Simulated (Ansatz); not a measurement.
System: sum formula SnCl2F2, net charge 0, singlet state. SMILES: [Sn]([F])([Cl])([Cl])[F]
Coordinates optimised at B3LYP-D3(BJ)/def2-TZVP (Ansatz, a program for electronic structure):
```xyz
5

F     -0.0993    -1.4702    -1.4059
Sn    -0.0148    -0.2112     0.0159
F     -0.0905    -1.2442     1.6099
Cl    -1.8461     1.1629    -0.0818
Cl     1.9900     0.8954    -0.0729
```
Charge 0, spin multiplicity 1.

Wanted: atomisation energy (electronic, to ground-state atoms), in eV. Cores are frozen in the correlated levels unless marked. Open shells are spin-unrestricted. Spin-orbit coupling is left out. Frozen are the shells of the preceding noble gas and the d and f shells that filled before the atom's block. Past Kr the def2 sets carry scalar-relativistic core potentials. The coupled-cluster limit lacks core correlation, which all-electron functionals hold. Basis-set limits of correlation are two-point, X^-3; Hartree-Fock from the larger set.

| level | program | atomisation energy (eV) |
|---|---|---|
| HSE06-D3(BJ)/def2-TZVPD | Ansatz + dftd3 | ? |
| B2PLYP-D3(BJ)/def2-TZVPD | Ansatz + dftd3 | 15.64 |
| PBE-QIDH/def2-TZVPD | Ansatz | ? |
| SCS-MP2/def2-TZVPP | Ansatz | 15.89 |
| CCSD(T)/CBS(def2-TZVPPD,def2-QZVPPD) | Ansatz | 16.26 |

**Question.** Fill in the missing entries.

**Answer.** 
- HSE06-D3(BJ)/def2-TZVPD, atomisation energy (eV): 15.51
- PBE-QIDH/def2-TZVPD, atomisation energy (eV): 15.68
